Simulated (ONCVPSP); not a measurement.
**palladium, ONCV: configuration errors across variants**

ONCVPSP 4.0.1 input, shortened (lines: element, Z, core and valence counts, functional; n l f; lmax; l rc ep ncon nbas qcut; lloc lpopt rc5 dvloc0; l nproj debl; icmod fcfact rcfact), PW91, scalar-relativistic:

```
  Pd 46.00    6    3  -109134      upf
    1    0    2.00
    2    0    2.00
    2    1    6.00
    3    0    2.00
    3    1    6.00
    3    2   10.00
    4    0    2.00
    4    1    6.00
    4    2   10.00
    2
    0    1.10    0.00    3    6    7.10
    1    1.45    0.00    3    6   10.60
    2    1.40    0.00    3    6    7.60
    4    5    0.90    0.00
    0    2    1.10
    1    2    3.80
    2    2    2.30
    3    1.75    1.50
```

In the s channel the program set the typed energies aside and used -3.139, 0.250 Ha.

All-electron excitation energies from the reference (eV): (1) 4s2 4p6 4d9 9.185; (2) 4s2 4p6 4d8 30.080; (3) 4s2 4p6 4d9 5s1 1.505.

A true bound ghost makes a file unfit for plane-wave use even where its test errors are small: the radial tests pick states by their node count and pass the ghost by.

Errors AE − PS in meV (a dash: test not solved or not reliable):

| change | (1) | (2) | (3) | bound ghosts | GHOST(+) flags above zero |
| --- | --- | --- | --- | --- | --- |
| base | -1.4 | -4.8 | -0.2 | none | s, d |
| all radii but the core radius scaled by about 0.78 (s 0.86, p 1.14, d 1.10 bohr); local potential polynomial inside 0.70 bohr (lpopt 5, dvloc0 0 Ha) | -1.1 | -4.5 | -0.3 | s | p |
| all radii but the core radius scaled by about 0.89 (s 0.98, p 1.30, d 1.24 bohr); local potential polynomial inside 0.80 bohr (lpopt 5, dvloc0 0 Ha) | -1.5 | -5.6 | -0.5 | none | s |
| all radii but the core radius scaled by about 1.06 (s 1.16, p 1.54, d 1.48 bohr); local potential polynomial inside 0.96 bohr (lpopt 5, dvloc0 0 Ha) | -2.9 | -8.0 | -1.4 | none | s |
| all radii but the core radius scaled by about 1.12 (s 1.24, p 1.62, d 1.58 bohr); local potential polynomial inside 1.02 bohr (lpopt 5, dvloc0 0 Ha) | -1.5 | -3.3 | +0.1 | none | s |
| all radii but the core radius scaled by about 1.23 (s 1.36, p 1.78, d 1.72 bohr); local potential polynomial inside 1.10 bohr (lpopt 5, dvloc0 0 Ha) | -1.2 | +0.2 | +0.9 | none | s |
| all radii but the core radius scaled by about 1.33 (s 1.46, p 1.92, d 1.86 bohr); local potential polynomial inside 1.20 bohr (lpopt 5, dvloc0 0 Ha) | -0.3 | +6.1 | +2.7 | none | s |

Problem. Give the same row for: all radii but the core radius scaled by about 0.96 (s 1.06, p 1.40, d 1.34 bohr); local potential polynomial inside 0.86 bohr (lpopt 5, dvloc0 0 Ha).

Solution. -1.6, -5.6, -0.5; bound ghosts: none; GHOST(+) flags above zero: s.
